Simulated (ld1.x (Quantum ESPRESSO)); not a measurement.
# u(r) = r·R(r): atom against pseudo-atom (Sb (Z = 51))

Columns: radius, all-electron u(r) and pseudo u(r) of the 5s shell (level -13.09 eV) of antimony in the configuration [Kr] 4d10 5s2 5p3; LDA (PZ), scalar-relativistic, TM scheme, ld1.x (Quantum ESPRESSO) 7.5.

```json
{"r (bohr)": "0.103", "all-electron": "-0.1371", "pseudo": "0.0228"}
{"r (bohr)": "0.205", "all-electron": "0.2108", "pseudo": "0.0459"}
{"r (bohr)": "0.308", "all-electron": "0.1784", "pseudo": "0.0703"}
{"r (bohr)": "0.410", "all-electron": "-0.0843", "pseudo": "0.0962"}
{"r (bohr)": "0.513", "all-electron": "-0.3031", "pseudo": "0.1247"}
{"r (bohr)": "0.615", "all-electron": "-0.3810", "pseudo": "0.1562"}
{"r (bohr)": "0.718", "all-electron": "-0.3335", "pseudo": "0.1925"}
{"r (bohr)": "0.820", "all-electron": "-0.2068", "pseudo": "0.2341"}
{"r (bohr)": "0.923", "all-electron": "-0.0417", "pseudo": "0.2834"}
{"r (bohr)": "1.025", "all-electron": "0.1282", "pseudo": "0.3408"}
{"r (bohr)": "1.128", "all-electron": "0.2878", "pseudo": "0.4075"}
{"r (bohr)": "1.230", "all-electron": "0.4247", "pseudo": "0.4806"}
{"r (bohr)": "1.332", "all-electron": "0.5368", "pseudo": "0.5566"}
{"r (bohr)": "1.435", "all-electron": "0.6248", "pseudo": "0.6291"}
{"r (bohr)": "1.538", "all-electron": "0.6893", "pseudo": "0.6897"}
{"r (bohr)": "1.640", "all-electron": "0.7325", "pseudo": "0.7325"}
{"r (bohr)": "1.743", "all-electron": "0.7584", "pseudo": "0.7584"}
{"r (bohr)": "1.845", "all-electron": "0.7692", "pseudo": "0.7692"}
{"r (bohr)": "1.948", "all-electron": "0.7682", "pseudo": "0.7682"}
{"r (bohr)": "2.050", "all-electron": "0.7576", "pseudo": "0.7576"}
{"r (bohr)": "2.153", "all-electron": "0.7393", "pseudo": "0.7393"}
{"r (bohr)": "2.255", "all-electron": "0.7156", "pseudo": "0.7156"}
{"r (bohr)": "2.358", "all-electron": "0.6876", "pseudo": "0.6876"}
{"r (bohr)": "2.460", "all-electron": "0.6569", "pseudo": "0.6569"}
{"r (bohr)": "2.562", "all-electron": "0.6244", "pseudo": "0.6244"}
{"r (bohr)": "2.665", "all-electron": "0.5906", "pseudo": "0.5906"}
```

Question: How many radial nodes do the two functions have?

Answer: The all-electron 5s function has n − l − 1 = 4 (the table is too coarse to show those close to the nucleus); the pseudo-wave has 0, since the states of the same l below it are removed with the core.

Question: At about which radius was the pseudo-wave matched?

Answer: 1.70 bohr. The columns agree to 0.0005 from 1.54 bohr on; several derivatives are matched, so the curves merge somewhat inside the radius.

Question: Is the pseudo-wave norm-conserving?

Answer: Yes: the TM scheme keeps the norm inside the radius equal to the all-electron one, which fixes the energy derivative of the logarithmic derivative at the level.
